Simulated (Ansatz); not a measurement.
An input meant for the cluster Na₃Cl₃⁺ (charge 1, doublet; with a point charge).

```yaml
crystal:
  periodic: [false, false, false]
  atoms:
    - {symbol: Na, position_ang: [-0.224025, 0.877811, -1.832571]}
    - {symbol: Na, position_ang: [0.713223, 1.321263, 1.833313]}
    - {symbol: Na, position_ang: [-1.761146, -1.793977, 0.549540]}
    - {symbol: Cl, position_ang: [2.059505, 0.277657, -0.193465]}
    - {symbol: Cl, position_ang: [0.582081, -1.451117, -1.180506]}
    - {symbol: Cl, position_ang: [-1.467499, 0.962796, 0.767566]}
basis:
  gaussian: {orbitals: ANO-RCC-VTZP, fitting: {mean_field: cc-pVTZ-jkfit}, nuclear_model: gaussian, point_charges: [{charge: -1.00, position_ang: [6.991, 0.327, -0.962]}]}
total_charge: 1
magnetization: {spin_polarized: true, initial_magnetization: 1}
hamiltonian: {xc: {name: wB97}}
relax: {f_tol: 0.0001, max_steps: 1}
output: {forces: true}
```

```sh
$ ansatz run in.yaml --threads 4 --pin off --events-out ev --progress --plain --max-ram 4787MiB
```

(1) Predict how Ansatz answers.

Answers

(1) The input was rejected before any iteration.
```
Functional definition: wB97
Error: [file] the basis set cc-pVTZ-JKFIT has no functions for Na
```
